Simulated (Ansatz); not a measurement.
Molecule (SMILES): O=[SiH] (O-SiH), doublet.
Atoms: Si1, O2, H3. Bonds: Si1-O2, Si1-H3.

Basis-set convergence of the lowest harmonic wavenumber at HF with Ansatz (an electronic-structure program). Each level at its own minimum, finite differences of forces, unscaled; the reference is a large set that could be run, not a limit. Cartesian d functions, on some or all atoms, in 6-31G*, 6-31+G*, 6-311G**, 6-311+G**; all else is spherical. The program fits the integrals of some runs and decomposes those of others, by size. Open shells are unrestricted. No added dispersion term, no relativity. Reference: the value in pcseg-3, 753 cm⁻¹. Deviations are taken from unrounded values.

```json
[
 {"basis": "6-31G*", "functions": "36", "lowest harmonic wavenumber (cm⁻¹)": "762"},
 {"basis": "6-31+G*", "functions": "44", "lowest harmonic wavenumber (cm⁻¹)": "749"},
 {"basis": "def2-SVP", "functions": "37", "lowest harmonic wavenumber (cm⁻¹)": "744"},
 {"basis": "def2-SVPD", "functions": "55", "lowest harmonic wavenumber (cm⁻¹)": "738"},
 {"basis": "pcseg-1", "functions": "37", "lowest harmonic wavenumber (cm⁻¹)": "760"},
 {"basis": "aug-pcseg-1", "functions": "59", "lowest harmonic wavenumber (cm⁻¹)": "745"},
 {"basis": "cc-pV(D+d)Z", "functions": "42", "lowest harmonic wavenumber (cm⁻¹)": "730"},
 {"basis": "aug-cc-pV(D+d)Z", "functions": "64", "lowest harmonic wavenumber (cm⁻¹)": "739"},
 {"basis": "6-311G**", "functions": "51", "lowest harmonic wavenumber (cm⁻¹)": "751"},
 {"basis": "6-311+G**", "functions": "59", "lowest harmonic wavenumber (cm⁻¹)": "732"},
 {"basis": "def2-TZVP", "functions": "74", "lowest harmonic wavenumber (cm⁻¹)": "753"},
 {"basis": "def2-TZVPD", "functions": "92", "lowest harmonic wavenumber (cm⁻¹)": "751"},
 {"basis": "pcseg-2", "functions": "78", "lowest harmonic wavenumber (cm⁻¹)": "755"},
 {"basis": "aug-pcseg-2", "functions": "119", "lowest harmonic wavenumber (cm⁻¹)": "751"},
 {"basis": "cc-pV(T+d)Z", "functions": "83", "lowest harmonic wavenumber (cm⁻¹)": "749"},
 {"basis": "aug-cc-pV(T+d)Z", "functions": "124", "lowest harmonic wavenumber (cm⁻¹)": "749"},
 {"basis": "def2-TZVPP", "functions": "87", "lowest harmonic wavenumber (cm⁻¹)": "753"},
 {"basis": "def2-TZVPPD", "functions": "105", "lowest harmonic wavenumber (cm⁻¹)": "751"}
]
```

What the diffuse functions change, pair by pair:
- 6-31G* to 6-31+G*: 8 more functions, deviation 9 to -5 cm⁻¹
- def2-SVP to def2-SVPD: 18 more functions, deviation -9 to -16 cm⁻¹
- pcseg-1 to aug-pcseg-1: 22 more functions, deviation 7 to -9 cm⁻¹
- cc-pV(D+d)Z to aug-cc-pV(D+d)Z: 22 more functions, deviation -24 to -14 cm⁻¹
- 6-311G** to 6-311+G**: 8 more functions, deviation -2 to -22 cm⁻¹
- def2-TZVP to def2-TZVPD: 18 more functions, deviation 0 to -2 cm⁻¹
- pcseg-2 to aug-pcseg-2: 41 more functions, deviation 2 to -2 cm⁻¹
- cc-pV(T+d)Z to aug-cc-pV(T+d)Z: 41 more functions, deviation -4 to -5 cm⁻¹
- def2-TZVPP to def2-TZVPPD: 18 more functions, deviation -1 to -2 cm⁻¹

They bring the value nearer the reference by more than 1 cm⁻¹ in 2 of 9 pairs.
